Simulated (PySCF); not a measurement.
## The third ionisation energy along the third row

Calculated with PySCF 2.14 from differences of total energies of unrestricted determinants, without spin-orbit coupling. Values in eV. The last column holds reference values (NIST; (s) semi-empirical, (t) theoretical, else measured). Unmarked ones compare directly (S terms, centres of terms, or small fine structure); those marked * lie between the lowest fine-structure levels and include a spin-orbit shift.

| element | configurations | UHF | CCSD (valence) | LDA | PBE | PBE0 | r2SCAN | reference |
| --- | --- | --- | --- | --- | --- | --- | --- | --- |
| Al (def2-QZVPPD, non-relativistic) | [Ne] 3s1 → [Ne] | 28.040 | n/a | 28.825 | 28.823 | 28.685 | 28.387 | 28.448 |
| Si (def2-QZVPPD, non-relativistic) | [Ne] 3s2 → [Ne] 3s1 | 31.955 | 33.198 | 33.525 | 33.381 | 33.243 | 32.870 | 33.493 |
| S (def2-QZVPPD, non-relativistic) | [Ne] 3s2 3p2 → [Ne] 3s2 3p1 | 34.159 | 34.715 | 34.877 | 34.832 | 34.874 | 35.022 | 34.86 ± 0.04 (s) * |
| Cl (def2-QZVPPD, non-relativistic) | [Ne] 3s2 3p3 → [Ne] 3s2 3p2 | 38.961 | 39.580 | 39.666 | 39.577 | 39.660 | 39.832 | 39.8 ± 0.11 (s) * |
| Ar (def2-QZVPPD, non-relativistic) | [Ne] 3s2 3p4 → [Ne] 3s2 3p3 | 39.393 | 40.452 | 40.848 | 40.720 | 40.720 | 40.686 | 40.735 ± 0.012 (s) * |

Task: Fill in the row of P (def2-QZVPPD, non-relativistic) ([Ne] 3s2 3p1 → [Ne] 3s2).

Result: UHF 29.590; CCSD (valence) 30.034; LDA 30.207; PBE 30.244; PBE0 30.266; r2SCAN 30.376; reference 30.203 * (eV).

"Valence" correlates the outer s and p shells and, in groups 3 to 12 and the f block, the outer d or f shell, open or full, or the next shell where the ion has no valence electron left; the wider scheme adds the next inner shell.
